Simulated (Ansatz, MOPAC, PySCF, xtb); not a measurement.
Pair of molecules: H2O (SMILES O) (first 3 atoms) with ClH3Si (SMILES [SiH3]Cl); geometry from B3LYP-D3(BJ)/def2-TZVP.
(charge 0, multiplicity 1):
```json
[
 {"atom": "O", "x (Å)": "0.1941", "y (Å)": "-0.2430", "z (Å)": "-0.1529"},
 {"atom": "H", "x (Å)": "1.1184", "y (Å)": "-0.3253", "z (Å)": "-0.4101"},
 {"atom": "H", "x (Å)": "0.1356", "y (Å)": "0.5998", "z (Å)": "0.3130"},
 {"atom": "Si", "x (Å)": "-0.2688", "y (Å)": "-1.0626", "z (Å)": "2.9331"},
 {"atom": "Cl", "x (Å)": "0.0091", "y (Å)": "1.0021", "z (Å)": "2.9144"},
 {"atom": "H", "x (Å)": "-0.4976", "y (Å)": "-1.4341", "z (Å)": "4.3446"},
 {"atom": "H", "x (Å)": "0.9583", "y (Å)": "-1.7061", "z (Å)": "2.4343"},
 {"atom": "H", "x (Å)": "-1.4462", "y (Å)": "-1.3903", "z (Å)": "2.1150"}
]
```

Monomers are frozen at their geometry in the pair; levels with a basis set take the counterpoise correction. Rows marked so take none.

Rows in 6-31G* carry no dispersion term and start afresh at each structure (6-31G* with six Cartesian d functions). The state that PM6 reach isn't checked.

The values were computed with Ansatz (a quantum-chemistry and plane-wave program) with Gaussian orbitals; MOPAC for PM6 (differences of heats of formation); PySCF for 6-31G* rows; xtb for the GFN methods. Values without a source in brackets are computed.

Q: One of these levels gives -3.33 kcal/mol for the interaction energy. Which?
A) SVWN5/def2-TZVPPD
B) GFN2-xTB
C) PM6
D) HF/6-31G* (no counterpoise)

A: B, GFN2-xTB. The others give -2.08 (PM6), -2.87 (HF/6-31G* (no counterpoise)), -5.27 (SVWN5/def2-TZVPPD)
